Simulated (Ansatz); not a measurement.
Geometry optimisation, RKS BHLYP-D4/def2-SVP (Ansatz 0.2.0).

Input file:

```yaml
crystal:
  periodic: [false, false, false]
  atoms:
    - { symbol: Ga, position_ang: [0.204575, 0.089877, -0.134727] }
    - { symbol: Cl, position_ang: [0.860512, -0.425426, 1.896347] }
    - { symbol: H, position_ang: [1.676885, 0.430821, -0.448848] }
    - { symbol: "N", position_ang: [-1.459345, 0.038002, -0.778533] }
    - { symbol: H, position_ang: [-2.264525, -0.31489, -0.288835] }
    - { symbol: H, position_ang: [-1.633002, 0.181616, -1.755205] }
basis:
  gaussian: { orbitals: def2-SVP }
hamiltonian:
  xc: { name: BHLYP }
  dispersion: d4
relax:
  f_tol: 0.03
  max_steps: 50
output:
  orbitals: {}
```

Launched with:

```bash
$ ansatz run input.yaml --threads 1 --pin off --max-ram 2048MiB --backend cpu --events-out ev --progress --plain --runs-dir out
```

Q: Where does it end, and by what steps?

A: The run converged. After 6 steps the energy has fallen by 0.543 eV; H3 moved furthest, 0.41 Å.

```csv
step,energy less start (eV),largest force component (eV/Å),accepted
0,0.0000,1.232,yes
1,-0.3685,0.783,yes
2,-0.5229,0.472,yes
3,-0.5287,0.229,yes
4,-0.5430,0.102,yes
5,-0.5432,0.039,yes
6,-0.5432,0.005,yes
```

```xyz
6
Properties=species:S:1:pos:R:3
Ga 0.335 0.081 -0.067
Cl 0.487 -0.504 2.003
H 1.593 0.531 -0.839
N -1.329 -0.015 -0.734
H -2.123 -0.314 -0.194
H -1.578 0.221 -1.679
```

Whether the end is a true minimum wasn't checked by a vibrational analysis.

The run took 21 s on 1 thread of Arm Neoverse V2, on a shared host, peak memory 0.16 GiB.
